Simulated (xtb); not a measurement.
C4H9NO, SMILES C(/CN)=C\OC. All values are semi-empirical tight-binding results from xtb (GFN2-xTB unless named), good for trends rather than for accurate numbers. Geometry: GFN2-xTB. Other conformers were not sampled.

### Question
Estimate the properties. (Estimate from the structure and the level; the computed values follow.)

### Answer

```yaml
orbital_gap: 4.71 eV
dipole_moment: 2.08 D
zero_point_energy: 79.9 kcal/mol
G − E(el) at 298.15 K (modified RRHO): 60.2 kcal/mol
static polarisability (D4 model): 65.0 bohr³
solvation energy, GFN2-xTB/ALPB(water): -3.5 kcal/mol
solvation energy, GFN2-xTB/ALPB(acetonitrile): -5.8 kcal/mol
```

Computed IR lines (harmonic; lines under 4 % of the strongest left out, lines within 3 cm⁻¹ merged):
ν (cm⁻¹): 282 (m), 303 (w), 370 (w), 606 (w), 729 (w), 954 (vs), 971 (s), 986 (w), 1051 (m), 1164 (w), 1183 (s), 1262 (m), 1572 (w), 1717 (vs), 2927 (m), 2944 (m), 2974 (m), 3030 (w), 3063 (w), 3079 (m), 3378 (w), 3409 (w) (against the strongest line: vs over 80 %, s over 45 %, m over 15 %, w over 4 %, vw less)
